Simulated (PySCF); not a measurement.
B(Me)2(OMe) (C3H9BO), SMILES COB(C)C.

The structure is a stationary point at PBE0-D3(BJ)/def2-SVP. One conformer was computed; it need not be the lowest.

The numbers are results of TDDFT-PBE/def2-SVPD (PySCF 2.14.0), not measurements.

Vertical excitations. 

```
state  energy (eV)  λ (nm)      f                            main pairs
-----  -----------  ------  -----  ------------------------------------
S1            6.36     195  0.000                       HOMO→LUMO 100 %
S2            6.44     193  0.014                     HOMO→LUMO+1 100 %
S3            7.09     175  0.008                   HOMO−1→LUMO+1 100 %
S4            7.23     172  0.024                     HOMO→LUMO+2 100 %
S5            7.60     163  0.172                      HOMO−1→LUMO 94 %
S6            7.66     162  0.001                      HOMO−2→LUMO 99 %
S7            7.76     160  0.003  HOMO→LUMO+3 85 %, HOMO−2→LUMO+1 14 %
S8            7.79     159  0.012  HOMO−2→LUMO+1 85 %, HOMO→LUMO+3 14 %
S9            7.92     157  0.011                    HOMO−1→LUMO+2 99 %
S10           8.12     153  0.002                     HOMO→LUMO+4 100 %
T1            5.92     209      0                        HOMO→LUMO 99 %
T2            6.35     195      0                     HOMO→LUMO+1 100 %
T3            6.40     194      0                      HOMO−1→LUMO 99 %
T4            7.00     177      0                   HOMO−1→LUMO+1 100 %
```
Triplets are in the Tamm–Dancoff approximation, which puts them higher than full response would, so one can lie above its singlet here.
